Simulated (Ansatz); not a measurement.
Relaxation of CH₃ClZn (6 atoms, charge 0, multiplicity 1), to a largest force component of 0.02 eV/Å in at most 40 steps.

All numbers below come from Ansatz, RHF/def2-SVP.

```xyz
6
Properties=species:S:1:pos:R:3
Zn 0.000 0.000 0.000
C 0.000 0.000 1.980
H -1.000 -0.309 2.350
H 0.768 -0.711 2.350
H 0.232 1.020 2.350
Cl 0.000 0.000 -2.240
```

Task: Where does it end, and by what steps?

Result: It converged. After 3 steps the energy has fallen by 0.075 eV; Cl6 moved furthest, 0.06 Å.

```json
{"step": "0", "energy less start (eV)": "0.0000", "largest force component (eV/Å)": "1.171", "accepted": "yes"}
{"step": "1", "energy less start (eV)": "-0.0714", "largest force component (eV/Å)": "0.299", "accepted": "yes"}
{"step": "2", "energy less start (eV)": "-0.0753", "largest force component (eV/Å)": "0.045", "accepted": "yes"}
{"step": "3", "energy less start (eV)": "-0.0753", "largest force component (eV/Å)": "0.004", "accepted": "yes"}
```

```xyz
6
Properties=species:S:1:pos:R:3
Zn 0.000 0.000 -0.027
C 0.000 0.000 1.956
H -0.975 -0.302 2.347
H 0.748 -0.693 2.347
H 0.226 0.995 2.347
Cl 0.000 0.000 -2.178
```

Time of the run: 6.4 s on 1 thread of Arm Neoverse V2, on a shared host, peak memory 0.14 GiB.
